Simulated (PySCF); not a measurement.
A side-by-side comparison of computed properties.

First species: C4H9Cl3Si.
SMILES: `C[C@@]([SiH3])(Cl)CC(Cl)Cl`

Second species: C5H11NSSi2.
SMILES: `C#C[SiH2]N[C@@H]1CCS[SiH2]1`

Levels: PBE0/pcSseg-1 for HOMO energy, LUMO energy and HOMO–LUMO gap. Geometries: GFN2-xTB. Each species is one conformer at its optimised geometry, gas phase, non-relativistic unless stated. Electronic properties by PySCF.

The conformers computed, where there is a choice (atom-mapped SMILES and torsion angles):
- `[CH3:1][C@@:2]([SiH3:3])([Cl:4])[CH2:5][CH:6]([Cl:7])[Cl:8]`: C1–C2–C5–C6 -176°, C2–C5–C6–Cl7 -76°

The conformers of `C#C[SiH2]N[C@@H]1CCS[SiH2]1` aren't listed.

```json
{"property": "HOMO energy", "column X": "-8.29 eV", "column Y": "-6.74 eV"}
{"property": "LUMO energy", "column X": "-0.14 eV", "column Y": "-0.40 eV"}
{"property": "HOMO–LUMO gap", "column X": "8.15 eV", "column Y": "6.34 eV"}
```

Problem. Which column belongs to which species?

Solution. Column X is the first species and column Y the second. The first has 17 atoms and 98 electrons, the second 20 and 92.

Problem. How does each property change from the first species to the second?

Solution. HOMO energy +1.55 eV; LUMO energy -0.26 eV; HOMO–LUMO gap -1.81 eV.

